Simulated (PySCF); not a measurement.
silanone anion (H2OSi), SMILES O=[SiH2] (connectivity only; charge and spin as stated), charge -1, multiplicity 2.

Geometry optimised at B3LYP-D3(BJ)/def2-TZVPD. The spin state was assumed, not searched.

Two levels are set side by side: PBE/def2-TZVPD (PySCF) and CAM-B3LYP/def2-TZVPD (PySCF). Same geometry, gas phase. Differences are taken from unrounded values.

```json
[
 {"quantity": "α-spin orbital gap (eV)", "CAM-B3LYP": "5.61", "PBE": "2.39", "PBE minus CAM-B3LYP": "-3.22"},
 {"quantity": "β-spin orbital gap (eV)", "CAM-B3LYP": "7.27", "PBE": "2.97", "PBE minus CAM-B3LYP": "-4.30"},
 {"quantity": "mean polarisability (bohr³)", "CAM-B3LYP": "57.3", "PBE": "64.6", "PBE minus CAM-B3LYP": "7.3"}
]
```

PBE's more diffuse valence density responds more strongly to a field. Differences between two approximate levels are no errors against the true value.

Rough cost on one machine, each run with all the roots and properties that it gave: CAM-B3LYP against PBE within a factor of 2.
